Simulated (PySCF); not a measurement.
Isomers of C7H6F3N, from PBE0-D3(BJ)/def2-SVP geometry optimisation, gas phase in PySCF 2.14.0. One conformer each, no zero-point energy, no frequencies.

Question: Which isomer lies lower at this level?
A. `C(C(F)(F)F)#CC#CN(C)C`: A = 3508, B = 297.5, C = 289.1 MHz, dipole 6.89 D
B. `[F:1][C:2]([F:3])([F:4])[CH2:5][c:6]1[cH:7][cH:8][cH:9][n:10][cH:11]1` with C2–C5–C6–C7 80°: A = 2662, B = 661.8, C = 604.5 MHz, dipole 2.37 D

Answer: B. That is `FC(F)(F)Cc1cccnc1`, 100.4 kcal/mol below the other.

```json
{"SMILES": "FC(F)(F)Cc1cccnc1", "mapped SMILES": "[F:1][C:2]([F:3])([F:4])[CH2:5][c:6]1[cH:7][cH:8][cH:9][n:10][cH:11]1", "E (Eh)": "-623.54490", "relative (kcal/mol)": "0.0", "relative (kJ/mol)": "0.0", "dipole (D)": "2.37"}
{"SMILES": "CN(C)C#CC#CC(F)(F)F", "mapped SMILES": "[CH3:1][N:2]([CH3:3])[C:4]#[C:5][C:6]#[C:7][C:8]([F:9])([F:10])[F:11]", "E (Eh)": "-623.38492", "relative (kcal/mol)": "100.4", "relative (kJ/mol)": "420.0", "dipole (D)": "6.89"}
```

As drawn, the lower has an aromatic ring, which the higher lacks; the higher has a C≡C bond, which the lower lacks.
